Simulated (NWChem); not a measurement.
Molecule: CH₄MgO₂; SMILES C[O][Mg][OH]

```xyz
8

Mg     0.4960     0.7633     0.0008
O      0.5114     2.5221    -0.0011
H      0.5192     3.4719    -0.0021
O      0.4789    -1.0054     0.0026
C      0.4688    -2.3761     0.0041
H      0.9831    -2.7993     0.8910
H     -0.5608    -2.7887     0.0095
H      0.9746    -2.8011    -0.8869
```
Atoms are numbered in this order, from 1.

Coordinates come from a PBE0/def2-SVP optimisation.

Task: Give the principal values of the shielding tensors (ppm) of Mg1, O2, O4, C5 from PBE0/pcSseg-1, GIAO (NWChem), with their diamagnetic and paramagnetic parts as GIAO splits them.

Result: 
```
atom    σ11    σ22    σ33  isotropic  diamagnetic  paramagnetic
----  -----  -----  -----  ---------  -----------  ------------
Mg1   474.7  474.7  710.2      553.2        708.1        -154.9
O2    398.9  398.9  417.0      404.9        393.7          11.2
O4    357.6  411.9  411.9      393.8        403.8         -10.1
C5    101.8  101.8  182.9      128.8        243.2        -114.4
```
